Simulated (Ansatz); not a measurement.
Cost and result for the atomization energy of C$_{2}$H$_{5}$NOSi, SMILES `O[SiH2]C1=NC1` (10 atoms, 10 bonds).

```xyz
10

O     1.594   -0.316   -1.817
Si    0.140    0.236   -1.308
C    -0.118   -0.140    0.495
N     0.506   -0.595    1.488
C    -0.903   -0.135    1.729
H     2.357   -0.179   -1.252
H    -0.899   -0.455   -2.100
H    -0.004    1.709   -1.435
H    -1.646   -0.908    1.903
H    -1.028    0.783    2.296
```

Total charge 0; spin multiplicity 1. Geometry: relaxed with PBE0-D4/def2-TZVP. It is one conformer, not always the lowest. Program: Ansatz. All runs use 4 threads of an Arm Neoverse V1 on a shared host. Times are those of one run each, without the atoms' runs, and a repeat can differ threefold. Electronic energies, without spin–orbit coupling; frozen cores. CCSD(T)/CBS adds CCSD(T) − MP2 in def2-TZVPP to the MP2 limit, and its time is that of the two runs behind it. T1 = 0.012; the RHF reference is unstable towards UHF. B3LYP takes the VWN-RPA correlation (the form of Gaussian; ORCA's B3LYP/G).

CCSD(T)/CBS is a level of theory with its own doubt, some kJ/mol a heavy atom from the limit and from the frozen cores, so smaller differences don't rank the functionals.

```json
{"level": "PBE-D4/def2-TZVPP (with forces)", "functions": "236", "wall time": "2.1 s"}
{"level": "PBE0-D4/def2-TZVPP", "functions": "236", "wall time": "2.3 s"}
{"level": "B3LYP-D4/def2-TZVPP (with forces)", "functions": "236", "wall time": "3.8 s"}
{"level": "r2SCAN-D4/def2-TZVPP (with forces)", "functions": "236", "wall time": "4.2 s"}
{"level": "B2PLYP/def2-TZVPP", "functions": "236", "wall time": "4.6 s"}
{"level": "ωB97X-V/def2-TZVPP", "functions": "236", "wall time": "6.5 s"}
{"level": "ωB97M-V/def2-TZVPP (with forces)", "functions": "236", "wall time": "9.5 s"}
{"level": "MP2/def2-QZVPP", "functions": "448", "wall time": "20 s"}
{"level": "CCSD(T)/def2-TZVPP", "functions": "236", "wall time": "100 s"}
{"level": "CCSD(T)/CBS(def2)", "functions": "–", "wall time": "2 min"}
```

Task: What atomization energy does each give, and how far from CCSD(T)/CBS? (Estimate.)

Result: The calculation gave: 
```tsv
level	atomization (kJ/mol)	difference from CCSD(T)/CBS	per bond
PBE-D4/def2-TZVPP (with forces)	3967.0	108.2	10.8
PBE0-D4/def2-TZVPP	3863.3	4.5	0.5
B3LYP-D4/def2-TZVPP (with forces)	3857.0	-1.8	-0.2
r2SCAN-D4/def2-TZVPP (with forces)	3859.6	0.8	0.1
B2PLYP/def2-TZVPP	3820.9	-37.9	-3.8
ωB97X-V/def2-TZVPP	3877.6	18.8	1.9
ωB97M-V/def2-TZVPP (with forces)	3874.3	15.5	1.5
MP2/def2-QZVPP	3906.0	47.2	4.7
CCSD(T)/def2-TZVPP	3740.1	-118.7	-11.9
CCSD(T)/CBS(def2)	3858.8	0.0	0.0
```

In def2-TZVPP, CCSD(T) changes the Hartree–Fock value by +1089.1 kJ/mol (the triples alone add +74.5 kJ/mol) and MP2 by +1183.9 kJ/mol; breaking electron pairs costs correlation energy, which Hartree–Fock lacks. From PBE to PBE0 (25 % exact exchange), in def2-TZVPP and without D4, the atomization energy moves by −100.8 kJ/mol: exact exchange takes away binding that semilocal exchange gives to molecules. The D4 term adds +30.3 kJ/mol with B3LYP and +15.9 kJ/mol with PBE0; it sums over pairs of atoms, weighted by their polarisabilities, and B3LYP, whose exchange is more repulsive, gets the larger term.
